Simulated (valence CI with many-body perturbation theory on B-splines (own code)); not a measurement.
Forbidden lines of Re⁶¹⁺

Computed by valence CI with perturbative core correlation (CI+MBPT): four valence electrons over a frozen Dirac-Fock core [Ne], a basis of 11 s, 11 p, 10 d, 8 f, 5 g, 2 h functions for each j, with the one-electron correlation potential Σ1 (screened to all orders), the two-electron term Σ2, the three-electron term Σ3, Breit, model QED; selected single and double excitations, second order for the rest, scaled by the run's own slope (own B-spline code, finite nucleus).

No measured spectrum was set against this ion. As an estimate, large intervals hold to a few tenths of a per cent, small ones and those within an open d or f shell to about a per cent. Among the levels kept, up to 590 cm⁻¹ of a level comes from second order outside the variational space, and about a tenth of that is noise between levels of different J, which matters for small intervals.

Lines 1 to 9 of 9 in falling wavelength, among levels below 14689 × 10³ cm⁻¹, chosen from the decays that carry over 1 % of a level's rate. Wavelengths and rates use the calculated energies. Electric multipoles are in the length gauge with retardation, E1 and E2 with the static RPA response of the core. M1 uses the relativistic operator with retardation. Weak lines are less certain than strong ones. Lines between different terms over intervals too small for the method are left out, as are lines whose strength nearly cancels.

Levels are named by their leading jj configuration (3d3/2^4 stands for four electrons in 3d with j = 3/2), which in mixed levels can hold well under half, so a name can repeat and another be missing. Letters in brackets count levels of one name in rising energy.

| λ vac (Å) | Upper | Lower | Type | A (s⁻¹) | Branch % |
| --- | --- | --- | --- | --- | --- |
| 37.14 | (3s 3p1/2 3p3/2 3d5/2) J=4 [a] | (3s 3p1/2^2 3d5/2) J=3 | M1 | 2.47e+08 | 2.3 |
| 34.09 | (3s^2 3p3/2 3d5/2) J=4 | (3s^2 3p1/2 3d5/2) J=3 | M1 | 2.52e+08 | 46.4 |
| 33.38 | (3s^2 3p1/2 3p3/2) J=1 | (3s^2 3p1/2^2) J=0 | M1 | 3.23e+08 | 100.0 |
| 32.75 | (3s^2 3p3/2^2) J=2 | (3s^2 3p1/2 3p3/2) J=2 | M1 | 2.53e+08 | 30.8 |
| 32.75 | (3s^2 3p3/2^2) J=2 | (3s^2 3p1/2 3p3/2) J=2 | E2 | 1.04e+07 | 1.3 |
| 32.55 | (3s^2 3p1/2 3p3/2) J=2 | (3s^2 3p1/2^2) J=0 | E2 | 5.91e+06 | 100.0 |
| 31.95 | (3s^2 3p3/2^2) J=2 | (3s^2 3p1/2 3p3/2) J=1 | M1 | 2.58e+08 | 31.3 |
| 31.04 | (3s^2 3p3/2^2) J=0 | (3s^2 3p1/2 3p3/2) J=2 | E2 | 1.90e+07 | 1.7 |
| 30.32 | (3s^2 3p3/2^2) J=0 | (3s^2 3p1/2 3p3/2) J=1 | M1 | 5.84e+08 | 51.5 |
